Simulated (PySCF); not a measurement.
Species: C7H6F4.
SMILES with atom numbers: `[F:1][C@@H:2]1[CH:3]=[C:4]([C:5]([F:6])([F:7])[F:8])[C@H:9]2[CH2:10][C@@H:11]12` (hydrogens: H12 on C2; H13 on C3; H14 on C9; H15, H16 on C10; H17 on C11)

The geometry is computed with GFN2-xTB (gas phase).

Give the optimised bond lengths and angles.

| bond | length (pm) |
| --- | --- |
| F1–C2 | 138.0 |
| C2–C3 | 150.6 |
| C3=C4 | 133.1 |
| C4–C5 | 149.3 |
| C5–F6, C5–F7, C5–F8 | 134.3 |
| C4–C9 | 148.1 |
| C9–C10 | 150.8 |
| C10–C11 | 149.3 |
| C2–C11 | 152.0 |
| C9–C11 | 151.1 |
| C2–H12 | 109.8 |
| C3–H13 | 107.5 |
| C9–H14 | 107.8 |
| C10–H15 | 108.0 |
| C10–H16 | 107.9 |
| C11–H17 | 107.8 |

Bonds in one row agree within 1 pm and their mean is given. A selection of angles:
| angle | degrees |
| --- | --- |
| F1–C2–C3 | 110.9 |
| F1–C2–C11 | 111.1 |
| C3–C2–C11 | 104.2 |
| C2–C3–C4 | 111.1 |
| C3–C4–C5 | 126.3 |
| C3–C4–C9 | 112.6 |
| C5–C4–C9 | 121.1 |
| C4–C5–F6 | 112.0 |
| C4–C5–F7 | 113.0 |
| F6–C5–F7 | 106.9 |
| F6–C5–F8 | 106.1 |
| C4–C9–C10 | 114.3 |
| C4–C9–C11 | 104.7 |
| C10–C9–C11 | 59.3 |
| C9–C10–C11 | 60.4 |
| C2–C11–C10 | 115.8 |
| C2–C11–C9 | 107.4 |
| C9–C11–C10 | 60.3 |

Torsions: F1–C2–C3–C4 -117° (anticlinal); C2–C3–C4–C5 179° (antiperiplanar); C3–C4–C5–F6 -128° (anticlinal); C3–C4–C9–C10 -62° (synclinal); C4–C9–C10–C11 93° (anticlinal); C9–C10–C11–C2 -96° (anticlinal); F1–C2–C11–C10 -177° (antiperiplanar); C4–C9–C11–C10 -110° (anticlinal).

The 5-membered ring C2–C3–C4–C9–C11 has internal angles of 104.2° to 112.6°; it is planar, 0.01 Å rms from its mean plane, widest ring torsion 2°. The 4 C–F bonds span 1.339 Å (C5–F7, drawn single) to 1.380 Å (F1–C2, drawn single), a spread of 0.041 Å. The 3-membered ring C9–C10–C11 has internal angles of 59.3° to 60.4°. Of the pairs four or more bonds apart, F7···H13 is among the closest relative to their van der Waals radii: 2.65 Å, 99 % of the sum of Bondi's values. The C–C distances run from 1.331 Å (C3=C4, drawn double) to 1.520 Å (C2–C11, drawn single), a spread of 0.189 Å.

Point group: C1 (no symmetry element, even within 0.4 Å). Stationary, but not proved a minimum.
